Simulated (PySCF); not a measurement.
**Working with the constants of GaSi**

UHF-CCSD(T) constants of GaSi, ⁴Σ⁻ (quartet), unpaired electrons σ ↑, π ↑↑ (Ga def2-TZVPP, Si def2-TZVPP; no relativity (PySCF 2.14); masses 68.9256 and 27.9769 u):

- ωe: 313.9 cm⁻¹
- ωexe: 1.23 cm⁻¹
- Be: 0.14478 cm⁻¹
- αe: 0.000846 cm⁻¹
- De to Ga + Si: 2.40 eV

Problem. What force constant and bond length do these constants imply?

Solution. Reduced mass μred = 19.900 u; k = 5.8918×10⁻⁷·μred·ωe² (u, cm⁻¹, mdyn/Å) = 1.16 mdyn/Å; Re = √(16.8576/(μred·Be)) (u, cm⁻¹, Å) = 2.419 Å.

Problem. Estimate the centrifugal constant D from the Kratzer relation and find the Dunham coefficient a1.

Solution. D = 4Be³/ωe² = 1.23e-07 cm⁻¹; a1 = −1 − αeωe/(6Be²) = -3.11.

Correlated steps freeze 14 core orbitals. Spin–orbit coupling is left out. The state was picked by a PBE0 search and need not be the measured ground state.
